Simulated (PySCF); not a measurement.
A structure optimised at PBE-D3(BJ)/def2-SVP, used in a PySCF frequency run:

```
Si
N 1 1.7407
H 2 1.0224 1 120.44
H 2 1.0237 3 111.39 1 -148.81
N 1 1.7590 2 112.11 3 154.86
H 5 1.0251 1 128.99 2 -60.89
C 5 1.4716 6 118.62 1 164.15
H 7 1.1146 5 113.02 6 63.38
H 7 1.1157 8 107.30 5 126.79
Si 7 1.9406 8 113.85 9 123.77
H 10 1.5077 7 114.86 8 -114.26
H 10 1.5085 11 108.21 7 -127.26
Si 1 2.3656 2 105.18 3 26.62
H 13 1.5074 1 109.25 2 -175.66
H 13 1.5097 14 107.79 1 122.03
H 13 1.5108 14 107.70 15 115.71
```
Charge 0, spin multiplicity 1.

Problem. Write its SMILES and formula.

Solution. N[Si@@]1([SiH3])NC[SiH2]1, CH10N2Si3

Problem. What are its rotational constants (standard atomic weights)?

Solution. 2.4450, 1.2124, 1.0878 GHz
